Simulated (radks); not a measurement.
Results of a calculation; reference values are marked as such.
Question: Ionisation of Hf, [Xe] 4f14 5d2 6s2, to Hf+, [Xe] 4f14 5d1 6s2, under several functionals. Dirac Kohn-Sham, spin-unpolarised, spherical densities, finite nucleus; open shells fill j = l - 1/2 first; a radial shooting solver on a logarithmic mesh with Libxc functionals. Known Delta-SCF values: HCTH/407 6.858 eV; XLYP 6.593 eV. What does LDA (Slater exchange, Perdew-Wang correlation) give, and what is its highest occupied eigenvalue?

Answer: 6.932 eV by Delta-SCF; the 5d3/2 eigenvalue is -3.008 eV. NIST: 6.825 eV (measured).

Beside tabulated values, note that spin-unpolarised runs miss the spin-polarisation part of the exchange energy of open shells.
